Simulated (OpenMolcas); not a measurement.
# Co4+: effect of the basis set

```yaml
Program: OpenMolcas 26.06
Method: "SS-CASPT2, IPEA 0.25 Eh, imaginary shift 0.1 Eh (closed shells correlated: 3s 3p)"
Active_space: 5 electrons in 10 orbitals (3d 4d)
State_averaging: 2S+1 = 6 even, 1 root; 2S+1 = 4 even, 24 roots; 2S+1 = 2 even, 53 roots
Spin-orbit_coupling: RASSI with atomic mean-field integrals over the reference wave functions, term energies averaged over their components
```

A. ANO-RCC-VTZP [6s5p3d2f1g], DKH2, point nucleus; CASPT2 step about 12 core-minutes
B. ANO-R2 [7s5p4d2f1g], X2C, finite nucleus; CASPT2 step of the order of 13 core-minutes
C. ANO-RCC-VQZP [7s6p4d3f2g1h], DKH2, point nucleus; CASPT2 step of the order of 21 core-minutes

Energies in cm⁻¹ above 3d⁵ ⁶S_5/2, the measured ground level; measured values from Sugar and Corliss, J. Phys. Chem. Ref. Data 10, 1097 (1981).

```csv
Level,A,B,C,Measured
3d⁵ ⁶S_5/2,0.0,0.0,0.0,0.0
3d⁵ ⁴G_5/2,39150,38800,38560,
3d⁵ ⁴G_7/2,39220,38860,38630,
3d⁵ ⁴G_9/2,39270,38910,38670,
3d⁵ ⁴G_11/2,39280,38910,38680,37218
3d⁵ ⁴P_5/2,43240,42770,42630,40753
3d⁵ ⁴P_3/2,43360,42880,42740,40891
3d⁵ ⁴P_1/2,43510,43010,42870,41024
3d⁵ ⁴D_7/2,46920,46490,46370,44709
3d⁵ ⁴D_1/2,47030,46590,46470,44908
3d⁵ ⁴D_3/2,47190,46730,46600,
3d⁵ ⁴D_5/2,47240,46780,46650,
3d⁵ ²I_11/2,57380,56830,56380,
3d⁵ ²I_13/2,57540,56970,56520,
3d⁵ ²D_5/2 [70 %],60620,59920,59680,57083
3d⁵ ²D_3/2,61360,60630,60410,57823
3d⁵ ²F_7/2(1),63340,62540,62300,59455
3d⁵ ⁴F_5/2 [60 %],63780,63210,63040,
3d⁵ ⁴F_9/2,63800,63310,63170,60830
3d⁵ ⁴F_7/2,63870,63360,63220,60974
3d⁵ ⁴F_3/2,64120,63590,63440,
3d⁵ ²H_9/2 [73 %],68390,67730,67380,64742
3d⁵ ²H_11/2,69120,68400,68020,65284
3d⁵ ²G_7/2,69690,69000,68740,66229
```

Deviations, from unrounded energies. A percentage is the sum of absolute deviations over the sum of measured energies, with the sign that they share, or ± where signs differ.

| Against measurement | Levels | A | B | C |
| --- | --- | --- | --- | --- |
| mean absolute deviation (cm-1) | 14 | 3000 | 2400 | 2200 |
| other terms of the ground configuration (%) | 14 | +5.6 | +4.5 | +4.1 |

C lies closest to measurement on these levels and A furthest from it. The largest miss of C in the table is 3d⁵ ²F_7/2(1), by +2800 cm-1. The ranking rests on the paired levels alone, and a cruder setting can come out closer through cancelling errors.

Among A to C the level of the table that moves most is 3d⁵ ²H_11/2, by 1100 cm-1 (lowest in C, highest in A). Moves below CASPT2's spread within the term are not significant.

CASPT2 does not keep the components of a term degenerate, so their means are used; among the terms shown or strongly mixed into the levels shown the widest spread is 140 cm-1 (3d⁵ ²F(1), B). Active for correlation alone: 4d; no level in the range computed is led by a configuration that fills it, so any true level of that kind is missing. Some levels mix across a computed gap that differs much from the measured one, so their mixing is not that of the real levels (holds for A). Measured partners are found by configuration, term and J. A level has none where our copy of the source lacks it or the pairing is in doubt (some pairs that miss far off the trend of their configuration count as doubtful), and it then counts in no deviation. Only configurations of the active space appear. Levels that lie high or do not pair safely by name in every column are left out.

A share in square brackets marks a mixed level and gives the weight of the term that names it, the lowest over the columns. A number in round brackets counts repeated terms of one configuration in the order of the reference energies.
